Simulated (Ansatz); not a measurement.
Problem. Name a neutral molecule of C, F, N, O, Si and H with LUMO energy (B3LYP/def2-TZVPP) between -1.25 and -0.95 eV and HOMO–LUMO gap (PBE/def2-TZVPP) between 4.20 and 4.50 eV (Ansatz, PBE0-D4/def2-TZVP geometry).

Solution. `NC1(F)O[SiH2]1` (-1.10 eV, 4.43 eV). Other molecules can fit too; these were computed, each in one conformer that needn't be the lowest.

B3LYP here is the variant with VWN-RPA as its local correlation; programs differ in this.
